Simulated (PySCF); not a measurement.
**Electron correlation in P³⁺ (phosphorus, charge +3)**

[Ne] 3s2, closed-shell 1S. Computed with PySCF 2.14 in dyall-av3z, with no relativity, point nucleus. Frozen: [Ne]; 2 electrons correlated; the 26 highest virtual orbitals of each spin left out.

With two correlated electrons CCSD is exact within the correlated space (frozen core and kept virtual orbitals).

```csv
level,correlation energy (mhartree)
CCSD,-50.16
```

Diagnostics: T1 = 0.0049, D1 = 0.0069, largest double amplitude 0.114.

Q: Is a single reference adequate?

A: Mostly. T1 lies below 0.03, but a double amplitude of this size points to a near-degeneracy that CCSD handles and MP2 describes poorly.
